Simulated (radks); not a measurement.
Species: the helium ion He+. Configuration: 6d1 (not the ground configuration).

Method: scalar-relativistic Kohn-Sham, PBEsol, spin-polarised, spherical densities, finite nucleus; open shells are filled with parallel spins first; Gaussian nuclear charge, rms radius 1.6755 fm; computed with a radial shooting solver on a logarithmic mesh with Libxc functionals.

Energy parts (hartree):
part                    energy
total                 -0.06152
kinetic                0.06071
electron-nucleus      -0.11576
Hartree                0.01848
exchange-correlation  -0.02495

Orbitals (lengths in bohr, moments of r in powers of bohr; <r^-3> diverges for s and p1/2; r(max) is where P^2 peaks; r(90%) holds 90 % of the orbital's charge):
orbital  occ.  eigenvalue (hartree)    <r^-3>  r(max)  r(90%)    <1/r>
6d up       1              -0.05026  0.002691   27.54    32.7  0.05788

The highest occupied level is 6d up at -1.368 eV. The electron density at the nucleus is 5.243e-28 e/bohr^3 (large components only).
